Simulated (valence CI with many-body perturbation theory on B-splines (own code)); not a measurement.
Ag³⁴⁺: electric-dipole lines

Method: configuration interaction combined with many-body perturbation theory (CI+MBPT): three valence electrons over a frozen Dirac-Fock core [Ne], radial functions for each j: 11 s, 11 p, 10 d, 8 f, 5 g, 2 h, with the one-electron correlation potential Σ1, the two-electron term Σ2, the three-electron term Σ3, Breit, model QED; selected CI, second order for the rest, scaled by the run's own slope (own B-spline code, finite nucleus).

The last digits are not significant, and no measured levels were compared; by estimate large intervals hold to a few tenths of a per cent, small ones and those within an open d or f shell to about a per cent.

Lines 101 to 150 of 583 in falling wavelength, among levels below 77.405 Ry, chosen from the strongest by gf and those to the six lowest levels. Wavelengths and rates use the calculated energies. Electric multipoles are in the length gauge with retardation, E1 and E2 with the static RPA response of the core. Weak lines are less certain than strong ones. Lines between different terms over intervals too small for the method are left out, as are lines whose strength nearly cancels. The highest levels of a list are the least certain.

Levels are named by their leading jj configuration (3d3/2^4 stands for four electrons in 3d with j = 3/2), which in mixed levels can hold well under half, so a name can repeat and another be missing. Letters in brackets count levels of one name in rising energy.

| λ vac (Å) | Upper | Lower | A (s⁻¹) | S (a.u.) |
| --- | --- | --- | --- | --- |
| 103.2 | (3d3/2 3d5/2^2) J=5/2 [c] | (3p3/2 3d3/2 3d5/2) J=5/2 [e] | 1.20e+10 | 3.90e-02 |
| 102.8 | (3d3/2 3d5/2^2) J=7/2 [b] | (3p3/2 3d3/2 3d5/2) J=5/2 [e] | 1.57e+10 | 6.75e-02 |
| 102.8 | (3p3/2 3d5/2^2) J=7/2 | (3p3/2^2 3d5/2) J=5/2 [c] | 1.41e+11 | 6.07e-01 |
| 102.7 | (3p1/2 3d5/2^2) J=3/2 | (3p1/2 3p3/2 3d5/2) J=1/2 | 1.74e+10 | 3.73e-02 |
| 102.5 | (3p3/2 3d3/2 3d5/2) J=1/2 [b] | (3s 3d5/2^2) J=1/2 | 5.40e+10 | 5.74e-02 |
| 102.2 | (3d5/2^3) J=9/2 | (3p3/2 3d3/2 3d5/2) J=9/2 [b] | 6.64e+09 | 3.50e-02 |
| 102.1 | (3p3/2 3d5/2^2) J=11/2 | (3p3/2^2 3d5/2) J=9/2 | 4.67e+10 | 2.94e-01 |
| 102.0 | (3d3/2 3d5/2^2) J=7/2 [a] | (3p3/2 3d3/2 3d5/2) J=7/2 [c] | 1.25e+10 | 5.22e-02 |
| 101.9 | (3d3/2 3d5/2^2) J=9/2 | (3p3/2 3d3/2 3d5/2) J=7/2 [c] | 3.27e+10 | 1.71e-01 |
| 101.8 | (3s 3p1/2 3d5/2) J=5/2 [b] | (3s 3p1/2 3p3/2) J=3/2 [b] | 2.02e+07 | 6.32e-05 |
| 101.6 | (3s 3d3/2 3d5/2) J=7/2 [a] | (3s 3p3/2 3d5/2) J=5/2 [a] | 1.04e+10 | 4.30e-02 |
| 101.3 | (3p1/2 3d3/2 3d5/2) J=9/2 | (3p1/2 3p3/2 3d5/2) J=9/2 | 1.88e+10 | 9.64e-02 |
| 101.2 | (3p3/2 3d3/2 3d5/2) J=3/2 [d] | (3s 3d3/2 3d5/2) J=1/2 | 8.48e+10 | 1.74e-01 |
| 100.9 | (3p3/2 3d3/2 3d5/2) J=5/2 [a] | (3s 3d3/2 3d5/2) J=3/2 | 3.70e+10 | 1.13e-01 |
| 100.8 | (3d3/2 3d5/2^2) J=3/2 [a] | (3p3/2 3d3/2 3d5/2) J=3/2 [c] | 2.18e+10 | 4.41e-02 |
| 100.7 | (3p1/2 3p3/2 3d5/2) J=7/2 [b] | (3s 3p1/2 3d5/2) J=5/2 [c] | 6.22e+10 | 2.51e-01 |
| 100.7 | (3d3/2 3d5/2^2) J=5/2 [b] | (3p3/2 3d3/2 3d5/2) J=5/2 [d] | 5.91e+10 | 1.78e-01 |
| 100.6 | (3s 3d3/2 3d5/2) J=7/2 [b] | (3s 3p3/2 3d5/2) J=7/2 [a] | 5.94e+10 | 2.39e-01 |
| 100.6 | (3p1/2 3p3/2 3d5/2) J=7/2 [a] | (3s 3p1/2 3d5/2) J=5/2 [b] | 2.30e+10 | 9.25e-02 |
| 100.5 | (3p3/2^2 3d5/2) J=5/2 [b] | (3s 3p3/2 3d5/2) J=3/2 [b] | 6.66e+10 | 2.01e-01 |
| 100.2 | (3d3/2^2 3d5/2) J=9/2 | (3p3/2 3d3/2 3d5/2) J=7/2 [b] | 2.06e+10 | 1.02e-01 |
| 99.55 | (3p3/2 3d3/2 3d5/2) J=7/2 [c] | (3s 3d5/2^2) J=5/2 | 2.19e+10 | 8.54e-02 |
| 99.51 | (3p3/2 3d3/2 3d5/2) J=9/2 [a] | (3s 3d3/2 3d5/2) J=7/2 [a] | 2.11e+10 | 1.03e-01 |
| 99.42 | (3s 3p1/2 3d3/2) J=5/2 | (3s 3p1/2 3p3/2) J=3/2 [a] | 3.54e+08 | 1.03e-03 |
| 99.38 | (3d3/2 3d5/2^2) J=7/2 [b] | (3p3/2 3d3/2 3d5/2) J=9/2 [b] | 1.81e+10 | 7.01e-02 |
| 99.28 | (3p3/2 3d5/2^2) J=3/2 [a] | (3s 3d3/2 3d5/2) J=1/2 | 1.85e+10 | 3.57e-02 |
| 99.22 | (3s 3d5/2^2) J=3/2 | (3s 3p3/2 3d3/2) J=1/2 [b] | 4.21e+10 | 8.12e-02 |
| 99.12 | (3p1/2 3p3/2 3d5/2) J=5/2 [c] | (3s 3p1/2 3d5/2) J=3/2 | 9.53e+10 | 2.75e-01 |
| 99.02 | (3p3/2 3d3/2 3d5/2) J=7/2 [b] | (3s 3d3/2 3d5/2) J=5/2 [b] | 5.05e+10 | 1.93e-01 |
| 98.99 | (3p3/2 3d3/2 3d5/2) J=7/2 [d] | (3p3/2^2 3d5/2) J=5/2 [a] | 6.67e+10 | 2.55e-01 |
| 98.87 | (3p1/2 3d5/2^2) J=9/2 | (3p1/2 3p3/2 3d5/2) J=7/2 [b] | 3.78e+10 | 1.80e-01 |
| 98.87 | (3p3/2 3d3/2 3d5/2) J=5/2 [e] | (3p3/2^2 3d3/2) J=3/2 [b] | 9.29e+10 | 2.66e-01 |
| 98.78 | (3p3/2 3d3/2 3d5/2) J=7/2 [a] | (3s 3d3/2 3d5/2) J=5/2 [a] | 1.43e+10 | 5.42e-02 |
| 98.29 | (3p3/2 3d5/2^2) J=7/2 | (3s 3d5/2^2) J=7/2 | 4.45e+10 | 1.67e-01 |
| 98.28 | (3p3/2 3d3/2 3d5/2) J=3/2 [c] | (3s 3d5/2^2) J=3/2 | 4.02e+10 | 7.53e-02 |
| 98.14 | (3s 3p1/2 3d5/2) J=5/2 [a] | (3s 3p1/2 3p3/2) J=5/2 | 2.69e+09 | 7.52e-03 |
| 98.13 | (3d3/2 3d5/2^2) J=3/2 [b] | (3p3/2 3d3/2 3d5/2) J=1/2 [b] | 6.40e+10 | 1.19e-01 |
| 98.05 | (3d3/2 3d5/2^2) J=7/2 [a] | (3p3/2 3d3/2 3d5/2) J=5/2 [c] | 1.93e+10 | 7.17e-02 |
| 97.96 | (3p1/2 3d5/2^2) J=7/2 | (3p1/2 3p3/2 3d5/2) J=5/2 [b] | 2.42e+10 | 8.98e-02 |
| 97.95 | (3p1/2 3p3/2 3d5/2) J=7/2 [a] | (3s 3p1/2 3d5/2) J=7/2 | 1.01e+10 | 3.75e-02 |
| 97.70 | (3s 3p3/2 3d3/2) J=7/2 | (3s 3p3/2^2) J=5/2 | 1.25e+10 | 4.61e-02 |
| 97.59 | (3d3/2 3d5/2^2) J=7/2 [b] | (3p3/2 3d3/2 3d5/2) J=5/2 [d] | 2.51e+10 | 9.22e-02 |
| 97.54 | (3p3/2 3d5/2^2) J=3/2 [b] | (3p3/2^2 3d5/2) J=3/2 [b] | 1.48e+11 | 2.72e-01 |
| 97.46 | (3d5/2^3) J=9/2 | (3p3/2 3d3/2 3d5/2) J=7/2 [d] | 7.36e+09 | 3.36e-02 |
| 97.35 | (3p3/2 3d3/2 3d5/2) J=9/2 [a] | (3p3/2^2 3d5/2) J=7/2 | 2.50e+10 | 1.14e-01 |
| 97.34 | (3p3/2 3d3/2^2) J=7/2 | (3p3/2^2 3d5/2) J=9/2 | 2.02e+10 | 7.34e-02 |
| 96.97 | (3d3/2 3d5/2^2) J=5/2 [b] | (3p3/2 3d3/2 3d5/2) J=3/2 [c] | 3.75e+10 | 1.01e-01 |
| 96.87 | (3p3/2^2 3d5/2) J=5/2 [a] | (3s 3p3/2 3d3/2) J=5/2 [b] | 1.20e+10 | 3.23e-02 |
| 96.86 | (3p3/2 3d3/2 3d5/2) J=3/2 [d] | (3p3/2^2 3d3/2) J=3/2 [b] | 2.55e+10 | 4.57e-02 |
| 96.81 | (3p3/2 3d5/2^2) J=1/2 | (3s 3d5/2^2) J=3/2 | 4.70e+10 | 4.21e-02 |
